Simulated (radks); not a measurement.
Q: Sn3+, 47 electrons, occupied as [Kr] 4d10 5s1. All-electron calculation, Dirac Kohn-Sham, Slater X-alpha with alpha = 0.667, spin-unpolarised, spherical densities, point nucleus. Program: a radial shooting solver on a logarithmic mesh with Libxc functionals. Some entries of the table are withheld. Estimate them.

orbital,occ.,eigenvalue (hartree),<r> (bohr),<1/r> (bohr^-1)
1s1/2,2,-1065.303,(1),53.04
2s1/2,2,-161.6672,0.1252,12.30
2p1/2,2,-151.1587,0.1058,12.29
2p3/2,4,-142.6954,0.1112,11.44
3s1/2,2,-32.00274,0.3397,4.344
3p1/2,2,-27.72780,0.3303,4.256
3p3/2,4,-26.18296,0.3416,4.048
3d3/2,4,-18.59775,(2),3.897
3d5/2,6,-18.27855,(3),3.843
4s1/2,2,-5.93068,0.8182,1.711
4p1/2,2,-4.50613,(4),1.594
4p3/2,4,-4.22460,(5),1.526
4d3/2,4,-1.98963,1.078,(6)
4d5/2,6,-1.95044,1.091,(7)
5s1/2,1,-1.29150,2.123,(8)

A: 
(1) 1s1/2 <r> (bohr): 0.02908
(2) 3d3/2 <r> (bohr): 0.3128
(3) 3d5/2 <r> (bohr): 0.3164
(4) 4p1/2 <r> (bohr): 0.8647
(5) 4p3/2 <r> (bohr): 0.8948
(6) 4d3/2 <1/r> (bohr^-1): 1.239
(7) 4d5/2 <1/r> (bohr^-1): 1.222
(8) 5s1/2 <1/r> (bohr^-1): 0.6108
